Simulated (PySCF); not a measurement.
**GdF: f occupation and spin**

Unrestricted PBE0; PySCF, spin-free X2C with a Gaussian nucleus, basis sets Gd x2c-SVPall, F x2c-SVPall. The search starts from ions with several 4f fillings and holds each by maximum overlap.

The lowest solution has 2Ms+1 = 8, about 7.1 4f electrons, near 1.95 Å.

The lowest solution of each spin and filling, followed along the bond (rough minima from three points):

```tsv
2Ms+1	4f population	⟨S²⟩ at the start	R at minimum (Å)	Te (eV)
8	7.06	15.86	1.95	0.00
10	7.04	24.76	1.98	0.29
6	7.17	10.63	1.98	1.11
8	8.02	15.76	2.04	1.68
```

Solutions at the starting distance of 2.135 Å, counted from the lowest; the search is not exhaustive:

```csv
2Ms+1,4f population,E (eV),⟨S²⟩,⟨Lz²⟩,μ (D)
8,7.06,0.00,15.86,0.2,-2.72
10,7.04,0.18,24.76,4.0,-4.10
10,7.04,0.76,24.76,1.0,-2.30
8,7.04,0.85,16.75,4.0,-3.02
6,7.17,1.00,10.63,4.0,-3.84
6,7.39,1.31,10.42,1.5,-2.15
8,8.02,1.43,15.76,4.0,-3.89
8,8.02,1.54,15.76,9.0,-3.75
```

Partly filled real f orbitals mix terms, so no term symbols are given. A population far from a whole number shows f orbitals mixing with d and ligand orbitals, not a clean configuration. A positive dipole means Gd(−)F(+).

Spin–orbit coupling is left out. Counting both spins, an empty level lies below a filled one in some of these solutions, because spin and occupation are held. The state is the lowest single determinant that the PBE0 search found; with open d or f shells the true ground state can be another one.
